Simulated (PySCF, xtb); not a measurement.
C₄H₁₀OSi, SMILES C[C@@]1([SiH3])CCO1.

GFN2-xTB (xtb 6.7.1) at its own geometry gives an orbital gap of 4.98 eV and a dipole moment of 1.65 D.

Geometry: B3LYP-D3(BJ)/def2-SVP. The structure was generated by enumeration; whether it is a known compound was not checked.

### Question
What does PySCF with PBE0/def2-TZVP give? (An estimate is asked for; the answer gives what the named calculation found.)

### Answer
gap 7.52 eV (levels -6.87 and 0.64 eV), dipole 1.83 D.
